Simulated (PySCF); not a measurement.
## From computed data to an observable: dipole moment from atomic charges

BrCl, SMILES ClBr. Atoms are numbered in the order given.

```xyz
2

Cl     0.0000     0.0000    -1.4355
Br     0.0000     0.0000     0.6973
```

Geometry optimised at PBE0-D3(BJ)/def2-TZVP.

Charges (e) from B3LYP/def2-TZVPD (PySCF):

| atom | ESP fit | IAO |
|---|---|---|
| Cl1 | -0.039 | -0.093 |
| Br2 | 0.039 | 0.093 |

The dipole moment of the full density is 0.45 D.

Task: What dipole moment does each set of point charges give, and which comes closer to that of the density?

Result: 
μ = Σ q r, and 1 e Å = 4.8032 D.
ESP fit: Σ q r = (0.000, 0.000, 0.083) e Å, |μ| = 0.40 D.
IAO: Σ q r = (0.000, 0.000, 0.198) e Å, |μ| = 0.95 D.
ESP fit comes closer in size. Point charges leave out the atoms' own dipoles (lone pairs, polarised bonds); fits to the potential absorb them, partitions of the density don't.
